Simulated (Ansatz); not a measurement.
Consider the atomization: `O=CCCBr` → Br• + 3 C• + 5 H• + O•.

Program: Ansatz. Geometries: PBE0-D4/def2-TZVP. ΔE: electronic, gas phase. CCSD(T)/CBS adds triple-zeta CCSD(T) − MP2 to the extrapolated MP2 energy (def2 sets, frozen cores). This one scheme is used for every species, atoms too. Open shells (•) are unrestricted, without spin–orbit coupling. Spin–orbit coupling would lower the free atoms: a little for C, O; clearly for Br. Bonds to Br are less sure, by a few kJ/mol each and by 10 to 20 or more in all where they break to atoms, as the def2 sets lack core-valence functions. Scalar relativity is left out up to krypton. Each species was taken in one conformer, which may not be the lowest.

`O=CCCBr`:

Cartesian coordinates in Å:
```
O -0.534 0.295 -2.388
C -0.649 -0.040 -1.244
C 0.042 0.640 -0.091
C 0.338 -0.293 1.055
Br 1.588 -1.687 0.521
H -1.320 -0.882 -0.960
H 0.938 1.144 -0.457
H -0.647 1.418 0.270
H -0.554 -0.815 1.400
H 0.799 0.220 1.895
```

| species | CCSD(T)/CBS(def2) energy (Eh) |
| --- | --- |
| `O=CCCBr` | -2765.64441 |
| Br• | -2573.26688 |
| C• | -37.79194 |
| H• | -0.50000 |
| O• | -75.00631 |

Problem. Work out ΔE.

Solution. ΔE = 5 × (-0.50000) + 3 × (-37.79194) + (-2573.26688) + (-75.00631) − (-2765.64441) = 1.49540 Eh = +3926.2 kJ/mol.

Largest T1 diagnostic among the species: 0.011.

In def2-TZVPP, CCSD(T) changes the Hartree–Fock value by +1013.1 kJ/mol (the triples alone add +69.4 kJ/mol) and MP2 by +1102.8 kJ/mol; breaking electron pairs costs correlation energy, which Hartree–Fock lacks. The D4 term adds +32.5 kJ/mol with B3LYP and +17.0 kJ/mol with PBE0; it sums over pairs of atoms, weighted by their polarisabilities, and B3LYP, whose exchange is more repulsive, gets the larger term.

B3LYP here is the variant with VWN-RPA as its local correlation; programs differ in this.

For atomizations the MP2-based limit and the directly extrapolated one differ by several kJ/mol either way, and by 10 to 25 for some Ge, Se and Sn compounds, so smaller differences from it don't rank the levels.
